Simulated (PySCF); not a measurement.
Constitutional and geometric isomers with formula CH4Si2. All species are isolated molecules in the gas phase. Strings in code marks are SMILES.

Quantity: vertical ionisation energy (energy after one electron is removed minus that of the parent at the parent's geometry), in eV.

Case: `[SiH2]=C=[SiH2]`. Geometry of `C(=[SiH2])=[SiH2]` (neutral, multiplicity 1, Å):

```xyz
7

Si     1.6677    -0.1481     0.0308
C      0.0000     0.0001    -0.0010
Si    -1.6677     0.1483    -0.0322
H      2.3830    -1.1764     0.8121
H      2.5823     0.7336    -0.7212
H     -2.5327    -0.5436    -1.0081
H     -2.4323     0.9869     0.9119
```

What is the computed vertical ionisation energy (energy after one electron is removed minus that of the parent at the parent's geometry) (PBE-D3(BJ)/def2-TZVP // B3LYP-D3(BJ)/def2-TZVP (PySCF))?

8.51 eV.
